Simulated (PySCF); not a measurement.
# Mayer bond orders and bond lengths

C5H8O2P (charge -1).
Atom-mapped SMILES: `[CH:1]#[C:2][P@@:3](=[O:4])([O-:5])[CH:6]([CH3:7])[CH3:8]` (hydrogens: H9 on C1; H10 on C6; H11, H12, H13 on C7; H14, H15, H16 on C8)

Cartesian coordinates in Å at the GFN2-xTB level; atoms count from 1:
```xyz
16
C5H8O2P angstrom
C      3.0591    0.9064   -0.6907
C      2.1080    0.1899   -0.5322
P      0.7922   -1.0535   -0.3433
O      0.7083   -1.8480   -1.5997
O      0.9688   -1.7592    0.9555
C     -0.6458    0.1393   -0.2298
C     -0.4822    1.0324    0.9830
C     -1.8800   -0.7361   -0.1324
H      3.8741    1.5615   -0.8249
H     -0.6852    0.7419   -1.1443
H     -0.3395    0.4085    1.8634
H      0.3996    1.6618    0.8691
H     -1.3570    1.6711    1.1353
H     -2.8020   -0.1513   -0.0597
H     -1.9337   -1.3821   -1.0076
H     -1.7923   -1.3736    0.7471
```

Bond orders from the PBE0/pcSseg-1 density (PySCF). One conformer (not necessarily the lowest) at the GFN2-xTB geometry, without solvent, vibrations or thermal averaging. The pcSseg-1 basis has no diffuse functions, a weakness for an anion.

(1) How far do the computed orders between heavy atoms stray from the drawn ones?

(2) Set the Mayer orders of the bonds between heavy atoms beside their lengths.

## Answers

(1) The largest departure is 0.749, at P3–O5 (drawn single, 1.749). Drawn single, order above 1.12: P3–O5 (1.749). Drawn single, order below 0.88: C2–P3 (0.688) and P3–C6 (0.819). Drawn double or triple, more than 0.30 short of the drawn order: C1–C2 (2.654). The SMILES, with its formal charges, is one Lewis structure only.

(2) 
```csv
bond,drawn as,length (Å),Mayer order
C1–C2,triple,1.201,2.654
C2–P3,single,1.820,0.688
P3–O4,double,1.489,1.770
P3–O5,single,1.489,1.749
P3–C6,single,1.872,0.819
C6–C7,single,1.515,1.014
C6–C8,single,1.516,1.036
```

Bonds between the same two heavy elements. C–C: lowest C6–C7 (1.014, 1.515 Å), highest C1–C2 (2.654, 1.201 Å). C–P: lowest C2–P3 (0.688, 1.820 Å), highest P3–C6 (0.819, 1.872 Å); in 1 of the 1 pairs the longer bond (by over 0.003 Å) has the higher order (by 0.02 or more). O–P: lowest P3–O5 (1.749, 1.489 Å), highest P3–O4 (1.770, 1.489 Å).

**Question.** And the bonds to hydrogen?

**Answer.** C–H: 0.94 to 1.11 (8 bonds).

**Question.** Sum the orders of all bonds at each heavy atom with more than one neighbour and set the sums beside the valence in the SMILES.

**Answer.** C1 3.767 (drawn 4), C2 3.342 (drawn 4), P3 5.026 (drawn 5), C6 3.812 (drawn 4), C7 3.899 (drawn 4), C8 3.920 (drawn 4). Orders between atoms that aren't bonded are not in these sums.

Mayer orders depend on the basis set.

The run behind these numbers computed NMR shieldings as well. Hardware: one thread of an Intel Xeon Platinum 8488C, shared host with 96 logical CPUs at a one-minute load of 26. Cost: 26 s wall, 0.83 GiB resident at most.
